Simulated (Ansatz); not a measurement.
Relaxation of ClH5OW (8 atoms, charge 0, multiplicity 1), to a largest force component of 0.02 eV/Å in at most 40 steps.

Theory: RKS r2SCANh-D4/def2-SVP (Ansatz).

```xyz
8
Properties=species:S:1:pos:R:3:forces:R:3
W 0.000 0.000 0.000 -4.84 0.19 4.12
Cl 0.000 0.000 2.390 0.34 -0.01 -1.19
H 1.720 0.000 0.000 0.57 -0.06 0.18
H 0.000 1.720 0.000 1.37 1.46 -1.69
O -1.940 0.000 0.000 0.96 -0.40 2.14
H -2.277 -0.126 0.944 -0.09 0.27 -1.74
H 0.000 -1.720 0.000 1.33 -1.47 -1.67
H 0.000 0.000 -1.720 0.35 0.02 -0.14
```

Task: Where does it end, and by what steps?

Result: The run converged. After 11 steps the energy has fallen by 3.925 eV; Cl2 moved furthest, 0.80 Å.

```tsv
step	energy less start (eV)	largest force component (eV/Å)	accepted
0	0.0000	4.839	yes
1	-1.4731	1.381	yes
2	-2.4673	2.017	yes
3	-3.2893	1.553	yes
4	-3.7874	0.775	yes
5	-3.8977	0.560	yes
6	-3.9159	0.278	yes
7	-3.9212	0.132	yes
8	-3.9237	0.074	yes
9	-3.9249	0.021	yes
10	-3.9252	0.024	yes
11	-3.9255	0.014	yes
```

```xyz
8
Properties=species:S:1:pos:R:3
W -0.248 0.046 0.504
Cl 0.779 -0.045 2.564
H 1.332 0.002 -0.056
H 0.181 1.446 -0.298
O -2.018 -0.082 -0.205
H -2.731 -0.085 0.453
H 0.197 -1.386 -0.210
H 0.010 -0.022 -1.138
```

Whether the end is a true minimum wasn't checked by a vibrational analysis.

The run took 69 s on 2 threads of Intel(R) Xeon(R) Platinum 8175M CPU @ 2.50GHz (Skylake/Cascade Lake), with other jobs on the host, peak memory 0.23 GiB.
